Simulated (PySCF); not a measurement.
PySCF input (MN15/def2-TZVPD):

```python
from pyscf import gto, scf, dft

mol = gto.M(
    atom='''
    B    -0.00000000   -0.00000000   -0.20072794
    H     0.00000000    0.00000000    1.00363971
    ''',
    basis='def2-tzvpd',
    charge=1,
    spin=1,
    symmetry='C2v',
    verbose=4,
)

mf = dft.UKS(mol, xc='mn15').density_fit(auxbasis='def2-universal-jkfit')
mf.grids.level = 4
mf.conv_tol = 1e-9
mf.max_cycle = 100
mf.max_memory = 1500
mf.kernel()
if not mf.converged:
    mf = mf.newton()
    mf.kernel(mf.make_rdm1())
mf.analyze()
```

End of the output:

```
Extra cycle  E= -24.9092428438668  delta_E= -5.83e-13  |g|= 1.86e-07  |ddm|= 2.44e-06
converged SCF energy = -24.9092428438668  <S^2> = 0.75100518  2S+1 = 2.0010049
**** SCF Summaries ****
Total Energy =                         -24.909242843866796
Nuclear Repulsion Energy =               2.196908937731763
One-electron Energy =                  -35.047708889575915
Two-electron Energy =                    7.941557107977356
Two-electron Coulomb Energy =           11.939324777131374
DFT Exchange-Correlation Energy =       -3.997767669154017
HOMO-LUMO gap [eV] =                     6.926802861822424
Wave-function symmetry = A1
alpha occupancy for each irrep:     A1   A2   B1   B2
                                     3    0    0    0
beta  occupancy for each irrep:     A1   A2   B1   B2
                                     2    0    0    0
**** MO energy ****
alpha MO #1 (A1 #1), energy= -7.21740067635122 occ= 1
alpha MO #2 (A1 #2), energy= -0.876888021863463 occ= 1
alpha MO #3 (A1 #3), energy= -0.669233211250242 occ= 1
alpha MO #4 (B1 #1), energy= -0.400388253914108 occ= 0
alpha MO #5 (B2 #1), energy= -0.400388253914107 occ= 0
alpha MO #6 (A1 #4), energy= -0.127747345046179 occ= 0
alpha MO #7 (A1 #5), energy= -0.0907740181981698 occ= 0
alpha MO #8 (A1 #6), energy= -0.0545238898834945 occ= 0
alpha MO #9 (B1 #2), energy= -0.0300892916703484 occ= 0
alpha MO #10 (B2 #2), energy= -0.0300892916703485 occ= 0
alpha MO #11 (B1 #3), energy= -0.0206951890507906 occ= 0
alpha MO #12 (B2 #3), energy= -0.0206951890507908 occ= 0
alpha MO #13 (A2 #1), energy= -0.0122752317007409 occ= 0
alpha MO #14 (A1 #7), energy= -0.012275228764457 occ= 0
alpha MO #15 (A1 #8), energy= 0.040431762783891 occ= 0
alpha MO #16 (A1 #9), energy= 0.0731409152870004 occ= 0
alpha MO #17 (B1 #4), energy= 0.134037917136013 occ= 0
alpha MO #18 (B2 #4), energy= 0.134037917136013 occ= 0
alpha MO #19 (A1 #10), energy= 0.19279972162483 occ= 0
alpha MO #20 (A1 #11), energy= 0.273258296855714 occ= 0
alpha MO #21 (A2 #2), energy= 0.285177542131055 occ= 0
alpha MO #22 (A1 #12), energy= 0.285177613080985 occ= 0
alpha MO #23 (B1 #5), energy= 0.309624266241945 occ= 0
alpha MO #24 (B2 #5), energy= 0.309624266241945 occ= 0
alpha MO #25 (A1 #13), energy= 0.526006811716821 occ= 0
alpha MO #26 (A1 #14), energy= 0.578168668828502 occ= 0
alpha MO #27 (B1 #6), energy= 0.596474917907266 occ= 0
alpha MO #28 (B2 #6), energy= 0.596474917907267 occ= 0
alpha MO #29 (A1 #15), energy= 0.840539003399217 occ= 0
alpha MO #30 (B1 #7), energy= 1.23040939672431 occ= 0
alpha MO #31 (B2 #7), energy= 1.23040939672431 occ= 0
alpha MO #32 (A1 #16), energy= 1.31921122976836 occ= 0
alpha MO #33 (A2 #3), energy= 1.31921177558999 occ= 0
alpha MO #34 (B1 #8), energy= 1.35220196484972 occ= 0
alpha MO #35 (B2 #8), energy= 1.35220196484971 occ= 0
alpha MO #36 (A1 #17), energy= 1.3818663246872 occ= 0
alpha MO #37 (B1 #9), energy= 1.45778653814301 occ= 0
alpha MO #38 (B2 #9), energy= 1.45778653814301 occ= 0
alpha MO #39 (A2 #4), energy= 1.49098459579221 occ= 0
alpha MO #40 (A1 #18), energy= 1.49098700775015 occ= 0
alpha MO #41 (A1 #19), energy= 1.61578441494213 occ= 0
alpha MO #42 (B1 #10), energy= 1.99923127182915 occ= 0
alpha MO #43 (B2 #10), energy= 1.99923127182915 occ= 0
alpha MO #44 (A1 #20), energy= 2.48385980774378 occ= 0
alpha MO #45 (A1 #21), energy= 2.821772045323 occ= 0
alpha MO #46 (A1 #22), energy= 12.7465179560536 occ= 0
beta  MO #1 (A1 #1), energy= -7.20713135092781 occ= 1
beta  MO #2 (A1 #2), energy= -0.852146557028702 occ= 1
beta  MO #3 (A1 #3), energy= -0.414677899119823 occ= 0
beta  MO #4 (B1 #1), energy= -0.362251382408358 occ= 0
beta  MO #5 (B2 #1), energy= -0.362251382408358 occ= 0
beta  MO #6 (A1 #4), energy= -0.116779156678387 occ= 0
beta  MO #7 (A1 #5), energy= -0.0577159130049907 occ= 0
beta  MO #8 (A1 #6), energy= -0.0257035922786386 occ= 0
beta  MO #9 (B1 #2), energy= -0.0167513561369142 occ= 0
beta  MO #10 (B2 #2), energy= -0.0167513561369145 occ= 0
beta  MO #11 (A2 #1), energy= -0.00262382653304538 occ= 0
beta  MO #12 (A1 #7), energy= -0.00262382554067919 occ= 0
beta  MO #13 (B1 #3), energy= 0.00578101359533117 occ= 0
beta  MO #14 (B2 #3), energy= 0.00578101359533151 occ= 0
beta  MO #15 (A1 #8), energy= 0.0577956016536749 occ= 0
beta  MO #16 (A1 #9), energy= 0.0993707248950404 occ= 0
beta  MO #17 (B1 #4), energy= 0.142111898920821 occ= 0
beta  MO #18 (B2 #4), energy= 0.142111898920821 occ= 0
beta  MO #19 (A1 #10), energy= 0.200590475857204 occ= 0
beta  MO #20 (A1 #11), energy= 0.305526446020188 occ= 0
beta  MO #21 (A2 #2), energy= 0.305526464613579 occ= 0
beta  MO #22 (A1 #12), energy= 0.316005093295964 occ= 0
beta  MO #23 (B1 #5), energy= 0.371754221001776 occ= 0
beta  MO #24 (B2 #5), energy= 0.371754221001775 occ= 0
beta  MO #25 (A1 #13), energy= 0.562038770110764 occ= 0
beta  MO #26 (B1 #6), energy= 0.627235351421718 occ= 0
beta  MO #27 (B2 #6), energy= 0.627235351421717 occ= 0
beta  MO #28 (A1 #14), energy= 0.718408545882431 occ= 0
beta  MO #29 (A1 #15), energy= 0.870921227901311 occ= 0
beta  MO #30 (B1 #7), energy= 1.25625022237079 occ= 0
beta  MO #31 (B2 #7), energy= 1.25625022237079 occ= 0
beta  MO #32 (B1 #8), energy= 1.41929517578356 occ= 0
beta  MO #33 (B2 #8), energy= 1.41929517578356 occ= 0
beta  MO #34 (A1 #16), energy= 1.4312293145589 occ= 0
beta  MO #35 (A2 #3), energy= 1.43122988326935 occ= 0
beta  MO #36 (A1 #17), energy= 1.45995921379543 occ= 0
beta  MO #37 (A1 #18), energy= 1.60069699068528 occ= 0
beta  MO #38 (A2 #4), energy= 1.60069749088012 occ= 0
beta  MO #39 (B1 #9), energy= 1.69285578477719 occ= 0
beta  MO #40 (B2 #9), energy= 1.69285578477719 occ= 0
beta  MO #41 (A1 #19), energy= 1.86537278160122 occ= 0
beta  MO #42 (B1 #10), energy= 2.09228527016633 occ= 0
beta  MO #43 (B2 #10), energy= 2.09228527016632 occ= 0
beta  MO #44 (A1 #20), energy= 2.45730659840145 occ= 0
beta  MO #45 (A1 #21), energy= 2.79515932129859 occ= 0
beta  MO #46 (A1 #22), energy= 12.809443764576 occ= 0
 ** Mulliken pop alpha/beta on meta-lowdin orthogonal AOs **
 ** Mulliken pop       alpha | beta **
pop of  0 B 1s        0.99991 | 0.99975
pop of  0 B 2s        0.84299 | 0.47715
pop of  0 B 3s        0.00548 | 0.00493
pop of  0 B 4s        0.00014 | 0.00007
pop of  0 B 5s        0.00003 | 0.00002
pop of  0 B 6s        0.00004 | 0.00002
pop of  0 B 2px       0.00000 | 0.00000
pop of  0 B 2py       0.00000 | 0.00000
pop of  0 B 2pz       0.67580 | 0.13774
pop of  0 B 3px       0.00000 | 0.00000
pop of  0 B 3py       0.00000 | 0.00000
pop of  0 B 3pz       0.01735 | 0.00549
pop of  0 B 4px       0.00000 | 0.00000
pop of  0 B 4py       0.00000 | 0.00000
pop of  0 B 4pz       0.00011 | 0.00004
pop of  0 B 3dxy      0.00000 | 0.00000
pop of  0 B 3dyz      0.00000 | 0.00000
pop of  0 B 3dz^2     0.00286 | 0.00180
pop of  0 B 3dxz      0.00000 | 0.00000
pop of  0 B 3dx2-y2    0.00000 | 0.00000
pop of  0 B 4dxy      0.00000 | 0.00000
pop of  0 B 4dyz      0.00000 | 0.00000
pop of  0 B 4dz^2     0.00006 | 0.00013
pop of  0 B 4dxz      0.00000 | 0.00000
pop of  0 B 4dx2-y2    0.00000 | 0.00000
pop of  0 B 5dxy      0.00000 | 0.00000
pop of  0 B 5dyz      0.00000 | 0.00000
pop of  0 B 5dz^2     0.00003 | 0.00001
pop of  0 B 5dxz      0.00000 | 0.00000
pop of  0 B 5dx2-y2    0.00000 | 0.00000
pop of  0 B 4f-3      0.00000 | 0.00000
pop of  0 B 4f-2      0.00000 | 0.00000
pop of  0 B 4f-1      0.00000 | 0.00000
pop of  0 B 4f+0      0.00046 | 0.00041
pop of  0 B 4f+1      0.00000 | 0.00000
pop of  0 B 4f+2      0.00000 | 0.00000
pop of  0 B 4f+3      0.00000 | 0.00000
pop of  1 H 1s        0.44161 | 0.36155
pop of  1 H 2s        0.00906 | 0.00714
pop of  1 H 3s        0.00168 | 0.00185
pop of  1 H 2px       0.00000 | 0.00000
pop of  1 H 2py       0.00000 | 0.00000
pop of  1 H 2pz       0.00227 | 0.00186
pop of  1 H 3px       0.00000 | 0.00000
pop of  1 H 3py       0.00000 | 0.00000
pop of  1 H 3pz       0.00013 | 0.00004
In total             3.00000 | 2.00000
 ** Mulliken atomic charges   ( Nelec_alpha | Nelec_beta ) **
charge of  0B =      0.82719  (     2.54525      1.62756 )
charge of  1H =      0.17281  (     0.45475      0.37244 )

WARN: System has nonzero charge 1; the dipole moment is origin-dependent.
Location of origin: [0. 0. 0.]

Dipole moment(X, Y, Z, Debye):  0.00000,  0.00000, -0.19209
```
